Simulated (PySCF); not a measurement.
Working out the excitation energy of Cl⁺

Cl⁺ [Ne] 3s2 3p4 (3P) → Cl⁺ [Ne] 3s1 3p4 3d1 (high-spin determinant). Computed with PySCF 2.14 in aug-cc-pVDZ-DK (5s4p2d, 27 functions), with scalar relativity by spin-free X2C-1e. Frozen: [Ne]. Energies in hartree (1 hartree = 27.21139 eV):

| part | Cl⁺ (lower) | Cl⁺ (upper) |
| --- | --- | --- |
| UHF | -460.446024 | -459.456462 |
| CCSD correlation | -0.110478 | -0.119154 |
| (T) | -0.001510 | -0.006920 |

Task: What does Hartree-Fock give?

Result: (-459.456462) − (-460.446024) = 0.989562 hartree = 26.927 eV.

Task: What do CCSD and CCSD(T) give?

Result: The CCSD correlation energies differ by -0.008676 hartree = -0.236 eV and the triples by -0.005410 hartree = -0.147 eV, so CCSD gives 26.691 eV and CCSD(T) 26.544 eV.

One determinant mixes LS terms, so it does not stand for a single term.

The upper state lies above the first ionisation limit, where it may autoionise and the basis confines it.

A double-zeta basis recovers only part of the correlation energy.

The coupled-cluster amplitudes are large, so a single reference is strained.
